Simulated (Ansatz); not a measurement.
```xyz
13

C     0.709    0.963   -0.796
C    -0.555    0.179   -0.498
C    -0.302   -1.317   -0.503
O    -1.144    0.595    0.710
Zn   -0.323    0.446    2.271
Cl    0.502    0.342    4.185
H     1.118    0.711   -1.778
H     1.481    0.737   -0.049
H     0.508    2.035   -0.769
H    -1.294    0.406   -1.281
H     0.455   -1.577    0.249
H     0.065   -1.661   -1.473
H    -1.220   -1.860   -0.267
```

Charge 0, multiplicity 1.

**Question.** List the PBE/def2-TZVPP orbital energies in eV (Ansatz 0.2.0). (Estimate.)

**Answer.** The calculation gave: Occupied: -9408.16, -2738.70, -1134.67, -1000.47, -1000.45, -1000.39, -510.06, -270.39, -268.81, -268.81, -249.24, -189.93, -189.78, -189.77, -126.90, -84.30, -84.27, -84.17, -24.70, -19.90, -19.08, -17.20, -14.67, -12.81, -12.64, -12.54, -12.41, -12.41, -11.58, -10.91, -10.58, -9.62, -9.60, -9.19, -8.73, -8.68, -7.64, -7.63, -6.76, -6.22. Lowest empty: -1.99, -0.85, -0.61, 0.63, 1.44, 1.67, 1.90, 2.01.
